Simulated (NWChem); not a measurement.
## Total energies of Mg

```
Mg
```
Charge 0, spin multiplicity 1.

Everything below was run with NWChem.

Basis set: STO-3G (9 functions).

| method | total energy (Ha) |
|---|---|
| RHF | -197.00735 |
| MP2 | -197.02783 |
| B2PLYP | -197.33932 |
| PBE | -197.31735 |
| B3LYP | -197.46402 |
| TPSS | -197.45241 |

Total energies of different functionals aren't comparable as a measure of quality: only differences taken within one method are. 

The correlated methods keep 5 core orbitals frozen. B3LYP has NWChem's definition, with VWN1-RPA local correlation.
